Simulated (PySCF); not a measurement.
Li(Me) cation (CH3Li), SMILES [Li][CH3] (connectivity only; charge and spin as stated), charge +1, multiplicity 2.

Geometry optimised at ωB97X-D3(BJ)/def2-TZVPD. The spin state was assumed, not searched. The isomer is the one that the SMILES or the coordinates give; other isomers of the formula were not compared.

Two levels are set side by side: PBE/def2-TZVPD (PySCF) and B3LYP/def2-TZVPD (PySCF). Same geometry, gas phase. Differences are taken from unrounded values.

```
quantity                     B3LYP
---------------------------  -----
α-spin orbital gap (eV)       7.10
β-spin orbital gap (eV)       7.98
mean polarisability (bohr³)   15.9
```

Question: What does PBE give, and how far is it from B3LYP? (The exact figures need the calculation; the answer reports its results.)

Answer: 
```
quantity                      PBE  PBE minus B3LYP
---------------------------  ----  ---------------
α-spin orbital gap (eV)      5.82            -1.28
β-spin orbital gap (eV)      5.84            -2.14
mean polarisability (bohr³)  16.3              0.4
```

Rough cost on one machine, each run with all the roots and properties that it gave: B3LYP against PBE within a factor of 2.
